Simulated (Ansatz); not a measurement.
Stepwise reaction of `[AlH2][Cl]` with water, as a gas-phase model of exchange steps in deposition or etching. ΔE in kJ/mol; ΔG adds harmonic PBE0-D4 terms to CCSD(T)/CBS, at 1 bar.

Isolated molecules relaxed with PBE0-D4/def2-TZVP in Ansatz; ΔE leaves out vibrations. CCSD(T)/CBS is the MP2 limit (def2-TZVPP, def2-QZVPP) plus CCSD(T) − MP2 in def2-TZVPP, frozen cores. This one scheme is used for every species. DFT in def2-TZVPP. B3LYP here is the variant with VWN-RPA as its local correlation; programs differ in this. One conformer a species, not always the lowest.

| step | reaction | PBE-D4 | B3LYP-D4 | ωB97M-V | CCSD(T)/CBS | ΔG(400 K) |
| --- | --- | --- | --- | --- | --- | --- |
| 1 | `[AlH2][Cl]` + H₂O → `[OH][AlH][Cl]` + H₂ | -121.2 | -126.4 | -124.7 | -123.5 | -123.1 |

(1) Give the row of step 2, `[OH][AlH][Cl]` + H₂O → `[OH][Al]([OH])[Cl]` + H₂. (An estimate is asked.)

(2) By hand: ΔE of the 2 steps together at CCSD(T)/CBS.

## Answers

(1) The calculation gave: 
| step | reaction | PBE-D4 | B3LYP-D4 | ωB97M-V | CCSD(T)/CBS | ΔG(400 K) |
| --- | --- | --- | --- | --- | --- | --- |
| 2 | `[OH][AlH][Cl]` + H₂O → `[OH][Al]([OH])[Cl]` + H₂ | -104.7 | -111.2 | -108.7 | -109.1 | -105.0 |

(2) (-123.5) + (-109.1) = -232.6 kJ/mol, or -116.3 kJ/mol a step.

In ΔE each step is higher than the one before. All are downhill at CCSD(T)/CBS. ΔG lies between -123.1 and -105.0 kJ/mol a step. PBE-D4 differs from CCSD(T)/CBS by 2.3 to 4.4 kJ/mol a step. Isolated molecules leave out the surface, adducts and barriers. Largest T1 diagnostic: 0.011.
